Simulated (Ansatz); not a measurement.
CH₆SSeSi, SMILES `C[Se][SiH2]S` at its PBE0-D4/def2-TZVP geometry, where that method's forces vanish. Charge 0, multiplicity 1.

```xyz
10

C     1.6542    0.0663    0.6848
Se    0.2963   -1.3401    0.7727
Si   -1.4369   -0.0968    0.0234
S    -1.0860    0.7825   -1.8933
H     1.6548    0.5135   -0.3073
H     2.6111   -0.4165    0.8742
H     1.4635    0.8195    1.4463
H    -1.7003    1.0829    0.8850
H    -2.5984   -1.0193    0.0207
H    -0.8582   -0.3918   -2.5063
```

What forces (eV/Å) does r2SCAN-D4/def2-TZVPP give on these atoms in Ansatz? (An estimate is asked.)

Computed: 
```
C1   0.156  0.144 -0.008
Se2 -0.089 -0.162  0.035
Si3 -0.047 -0.016  0.038
S4  -0.005  0.053 -0.065
H5   0.002 -0.013  0.028
H6  -0.031  0.013 -0.004
H7   0.003 -0.016 -0.019
H8  -0.003 -0.013 -0.017
H9   0.015  0.016  0.012
H10  0.000 -0.006 -0.001
```
